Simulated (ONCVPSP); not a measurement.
## An all-electron radial function and its pseudo partner (praseodymium (Pr))

Columns: radius, all-electron u(r) and pseudo u(r) of the 5p shell (level -24.01 eV) of praseodymium in the configuration [Kr] 4d10 4f2 5s2 5p6 5d1 6s2; PW91, scalar-relativistic, ONCV scheme, ONCVPSP 4.0.1.

| r (bohr) | all-electron | pseudo |
| --- | --- | --- |
| 0.140 | 0.1851 | 0.0178 |
| 0.280 | 0.1150 | 0.0697 |
| 0.420 | -0.3587 | 0.1515 |
| 0.560 | -0.4420 | 0.2565 |
| 0.700 | -0.2058 | 0.3757 |
| 0.840 | 0.1314 | 0.4985 |
| 0.980 | 0.4381 | 0.6144 |
| 1.120 | 0.6649 | 0.7134 |
| 1.260 | 0.8064 | 0.7875 |
| 1.400 | 0.8749 | 0.8319 |
| 1.540 | 0.8874 | 0.8453 |
| 1.680 | 0.8607 | 0.8301 |
| 1.820 | 0.8089 | 0.7910 |
| 1.960 | 0.7429 | 0.7346 |
| 2.100 | 0.6705 | 0.6676 |
| 2.240 | 0.5971 | 0.5965 |
| 2.380 | 0.5263 | 0.5262 |
| 2.520 | 0.4600 | 0.4600 |
| 2.660 | 0.3995 | 0.3994 |
| 2.800 | 0.3451 | 0.3451 |
| 2.940 | 0.2969 | 0.2968 |
| 3.080 | 0.2545 | 0.2545 |
| 3.220 | 0.2176 | 0.2176 |
| 3.360 | 0.1856 | 0.1856 |
| 3.500 | 0.1580 | 0.1580 |
| 3.640 | 0.1343 | 0.1342 |

Task: How many radial nodes do the two functions have?

Result: The all-electron 5p function has n − l − 1 = 3 (the table is too coarse to show those close to the nucleus); the pseudo-wave has 0, since the states of the same l below it are removed with the core.

Task: At about which radius was the pseudo-wave matched?

Result: 2.70 bohr. The columns agree to 0.0005 from 2.38 bohr on; several derivatives are matched, so the curves merge somewhat inside the radius.

Task: Is the pseudo-wave norm-conserving?

Result: Yes: the ONCV scheme keeps the norm inside the radius equal to the all-electron one, which fixes the energy derivative of the logarithmic derivative at the level.
